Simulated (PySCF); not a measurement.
PySCF job for C3HF4, SMILES F/[C]=C/C(F)(F)F, multiplicity 2, PBE-D3(BJ)/def2-SVP. Geometry: PBE-D3(BJ)/def2-SVP. The isomer is the one that the SMILES or the coordinates give; other isomers of the formula were not compared.

```python
import numpy as np
from pyscf import gto, scf, dft, df
from pyscf.hessian import thermo

mol = gto.M(
    atom='''
    F     0.04764567   -2.90114705    0.00000000
    C    -0.24373978   -1.63151475    0.00000001
    C     0.55509919   -0.56707096   -0.00000001
    C     0.01387312    0.83057114   -0.00000000
    F    -1.33538627    0.85709354    0.00000002
    F     0.44351856    1.51568541   -1.08814819
    F     0.44351860    1.51568541    1.08814817
    H     1.65493577   -0.67776836   -0.00000003
    ''',
    basis='def2-SVP',
    charge=0,
    spin=1,
    max_memory=1600,
    verbose=3,
)
mf = dft.UKS(mol, xc='pbe').density_fit(auxbasis='def2-universal-jkfit')
mf.disp = 'd3bj'
mf.grids.level = 3
mf.conv_tol = 1e-11
mf.max_cycle = 100
mf.kernel()
fine, coarse = mf.grids, dft.Grids(mol).set(level=1).build(with_non0tab=True)
for _ in range(3):  # follow internal instabilities
    mf.grids = coarse
    mo, _, stable, _ = mf.stability(return_status=True, nroots=4)
    mf.grids = fine
    if stable:
        break
    mf.kernel(mf.make_rdm1(mo, mf.mo_occ))

# [left out here: the lines that compute and print the analytic Hessian (its translational invariance restored by hand, since the grid's response is missing), thermochemistry and intensities]
```

It prints:

```

WARN: HOMO -0.210008880283324 >= LUMO -0.210008880283323

converged SCF energy = -513.292395231426  <S^2> = 0.75813973  2S+1 = 2.0081232
<class 'pyscf.df.df_jk.DFUKS'> wavefunction is stable in the internal stability analysis

WARN: DFTD3 does not support analytical Hessian, using finite difference


WARN: Mole.unit (angstrom) is changed to Bohr

Mode                                 0                   1                   2
Irrep
Freq [cm^-1]                       74.9860            162.6009            222.0552
Reduced mass [au]                   5.4149             14.0016              4.4109
Force const [Dyne/A]                0.0179              0.2181              0.1281
Char temp [K]                     107.8882            233.9465            319.4880
Normal mode                   x     y     z       x     y     z       x     y     z
       0   F                -0.00  0.00  0.08   -0.11  0.04  0.00   -0.00  0.00 -0.10
       1   C                 0.00  0.00  0.07    0.04  0.07 -0.00    0.00  0.00  0.19
       2   C                 0.00  0.00 -0.15    0.11  0.01  0.00    0.00  0.00 -0.02
       3   C                 0.00  0.00 -0.04    0.04 -0.01 -0.00    0.00  0.00  0.02
       4   F                 0.00 -0.00 -0.04    0.04 -0.14  0.00   -0.00 -0.00  0.00
       5   F                 0.01  0.09  0.03   -0.03  0.03  0.00    0.04 -0.06 -0.00
       6   F                -0.01 -0.09  0.03   -0.03  0.03 -0.00   -0.04  0.06 -0.00
       7   H                 0.00  0.00 -0.36    0.11  0.01  0.00    0.00 -0.00 -0.41
Mode                                 3                   4                   5
Irrep
Freq [cm^-1]                      378.2008            390.7130            399.9488
Reduced mass [au]                  17.0529              8.8302              9.2157
Force const [Dyne/A]                1.4371              0.7942              0.8685
Char temp [K]                     544.1468            562.1491            575.4373
Normal mode                   x     y     z       x     y     z       x     y     z
       0   F                -0.04 -0.14  0.00   -0.06 -0.03 -0.00   -0.00 -0.00  0.05
       1   C                 0.06 -0.10 -0.00    0.14  0.01  0.00    0.00  0.00 -0.12
       2   C                 0.00 -0.04 -0.00    0.11  0.03  0.00    0.00  0.00 -0.12
       3   C                 0.00  0.03 -0.00   -0.02 -0.00  0.00    0.00  0.00  0.01
       4   F                 0.01  0.02  0.00   -0.02  0.11 -0.00    0.00  0.00  0.10
       5   F                -0.01  0.09  0.03   -0.04 -0.06 -0.04    0.08 -0.06  0.00
       6   F                -0.01  0.09 -0.03   -0.04 -0.06  0.04   -0.08  0.06  0.00
       7   H                 0.01  0.01 -0.00    0.13  0.19  0.00    0.00  0.00 -0.22
Mode                                 6                   7                   8
Irrep
Freq [cm^-1]                      539.8494            556.3126            673.2155
Reduced mass [au]                   9.8644              6.8329             10.5295
Force const [Dyne/A]                1.6938              1.2459              2.8117
Char temp [K]                     776.7232            800.4100            968.6072
Normal mode                   x     y     z       x     y     z       x     y     z
       0   F                -0.02  0.01  0.00    0.00 -0.00  0.02   -0.01 -0.05  0.00
       1   C                 0.07  0.02 -0.00   -0.00 -0.00 -0.07    0.03 -0.02 -0.00
       2   C                 0.01  0.05 -0.00    0.00 -0.00 -0.05   -0.08  0.08  0.00
       3   C                -0.08 -0.01  0.00    0.00  0.00  0.08   -0.02  0.09  0.00
       4   F                -0.12 -0.03 -0.00    0.00  0.00 -0.10   -0.03 -0.07 -0.00
       5   F                 0.07 -0.01  0.08   -0.07 -0.07  0.06    0.05  0.00 -0.11
       6   F                 0.07 -0.01 -0.08    0.07  0.07  0.06    0.05  0.00  0.11
       7   H                 0.02  0.21 -0.00   -0.00 -0.00 -0.31   -0.07  0.17 -0.00
Mode                                 9                  10                  11
Irrep
Freq [cm^-1]                      742.9302            860.1130           1092.4073
Reduced mass [au]                   1.8185              5.1139              2.8873
Force const [Dyne/A]                0.5914              2.2290              2.0301
Char temp [K]                    1068.9112           1237.5112           1571.7309
Normal mode                   x     y     z       x     y     z       x     y     z
       0   F                -0.00 -0.00 -0.02    0.01  0.01  0.00    0.00 -0.05 -0.00
       1   C                -0.00  0.00  0.07   -0.05 -0.00  0.00    0.02  0.05  0.00
       2   C                 0.00 -0.00 -0.17    0.12 -0.11  0.00   -0.00  0.08  0.00
       3   C                 0.00  0.00  0.01    0.02 -0.00  0.00    0.09  0.15 -0.00
       4   F                -0.00  0.00 -0.01   -0.13  0.01  0.00   -0.03 -0.01  0.00
       5   F                -0.01 -0.03  0.02    0.03  0.03 -0.06   -0.02 -0.04  0.04
       6   F                 0.01  0.03  0.02    0.03  0.03  0.06   -0.02 -0.04 -0.04
       7   H                 0.00 -0.00  0.72    0.09 -0.36  0.00   -0.06 -0.54 -0.00
Mode                                12                  13                  14
Irrep
Freq [cm^-1]                     1140.6055           1160.5134           1234.0245
Reduced mass [au]                  12.8700              3.1038              4.9245
Force const [Dyne/A]                9.8650              2.4629              4.4184
Char temp [K]                    1641.0774           1669.7203           1775.4865
Normal mode                   x     y     z       x     y     z       x     y     z
       0   F                -0.00  0.00 -0.00   -0.03  0.09  0.00    0.01 -0.04 -0.00
       1   C                 0.00 -0.00  0.00    0.16 -0.07 -0.00   -0.03  0.06 -0.00
       2   C                -0.00 -0.00  0.03   -0.10 -0.03 -0.00    0.06  0.02  0.00
       3   C                 0.00 -0.00 -0.25   -0.03 -0.04  0.00   -0.22  0.01 -0.00
       4   F                -0.00  0.00  0.02    0.01  0.00 -0.00    0.07 -0.00  0.00
       5   F                -0.02 -0.03  0.06    0.00  0.01 -0.01    0.02  0.00 -0.01
       6   F                 0.02  0.03  0.06    0.00  0.01  0.01    0.02  0.00  0.01
       7   H                -0.00  0.00 -0.04   -0.15 -0.50  0.00    0.02 -0.37 -0.00
Mode                                15                  16                  17
Irrep
Freq [cm^-1]                     1319.3561           1731.6241           3081.7732
Reduced mass [au]                   8.0681             10.3336              1.0900
Force const [Dyne/A]                8.2746             18.2561              6.0994
Char temp [K]                    1898.2597           2491.4215           4433.9856
Normal mode                   x     y     z       x     y     z       x     y     z
       0   F                -0.01  0.06 -0.00    0.01 -0.04 -0.00    0.00 -0.00 -0.00
       1   C                -0.00 -0.09 -0.00    0.07  0.20 -0.00    0.00  0.01  0.00
       2   C                 0.03 -0.13 -0.00   -0.09 -0.16  0.00   -0.08  0.01  0.00
       3   C                -0.06  0.20  0.00    0.00  0.02 -0.00   -0.00 -0.00 -0.00
       4   F                 0.03 -0.02 -0.00   -0.00 -0.00  0.00    0.00 -0.00  0.00
       5   F                -0.00 -0.02  0.02   -0.00  0.00 -0.00    0.00  0.00 -0.00
       6   F                -0.00 -0.02 -0.02   -0.00  0.00  0.00    0.00  0.00  0.00
       7   H                 0.08  0.21 -0.00   -0.08  0.10 -0.00    0.95 -0.10 -0.00
temperature 298.1500 [K]
pressure 101325.00 [Pa]
Rotational constants [GHz] 5.40383 1.44104 1.42663
Symmetry number 1
Zero-point energy (ZPE) 0.03591 [Eh]   94273.089 [J/mol]
                           tot       elec      trans        rot        vib
Entropy [J/mol/K]       346.428      5.763    167.708    116.152     56.804
Cv [J/mol/K]             90.777      0.000     12.472     12.472     65.833
Cp [J/mol/K]             99.091      0.000     20.786     12.472     65.833
Internal energy [J/mol]                      3718.434   3718.434 103855.816
Internal energy [Eh]   -513.25001  -513.29240
Enthalpy [J/mol]                             6197.391   3718.434 103855.816
Enthalpy [Eh]          -513.24906
Gibbs free energy [J/mol]                  -43804.796 -30912.416  86919.765
Gibbs free energy [Eh] -513.28840
mode   freq/cm-1   IR/(km/mol)
   1       74.99         1.659
   2      162.60         1.040
   3      222.06         1.717
   4      378.20         1.327
   5      390.71         1.993
   6      399.95         0.975
   7      539.85         0.934
   8      556.31         0.510
   9      673.22        21.831
  10      742.93        18.262
  11      860.11        13.009
  12     1092.41       251.594
  13     1140.61       297.407
  14     1160.51       131.644
  15     1234.02       181.468
  16     1319.36        98.693
  17     1731.62       230.975
  18     3081.77         2.695
max |gradient| / (hartree/bohr): 0.00021449837941896213
APT charges: [-0.438   0.5835 -0.3216  1.7114 -0.506  -0.5578 -0.5578  0.0862]
```

The run converged.
